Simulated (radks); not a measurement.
Results of a calculation; reference values are marked as such.
Problem. Orbital eigenvalues (eV) of the potassium ion K+, [Ar], of relativity; Dirac values are averaged over j with weights 2j + 1. Spin-unpolarised spherical Kohn-Sham, PBEsol, point nucleus unless stated (finite: rms radius 3.4349 fm), a radial shooting solver on a logarithmic mesh with Libxc functionals. A level marked "c x" has the speed of light scaled by that factor and shares open shells by 2j + 1; other Dirac levels either fill j = l - 1/2 first or share by 2j + 1.

shell  non-rel.
1s      -3506.1
2s      -356.05
2p      -285.81
3s      -41.012
3p      -24.842

Give the values at the level "Dirac, c x 10".

Solution. 
shell  Dirac, c x 10  change of magnitude (%)
1s           -3506.2                    0.00
2s           -356.08                    +0.01
2p           -285.81                    0.00
3s           -41.015                    +0.01
3p           -24.842                    0.00
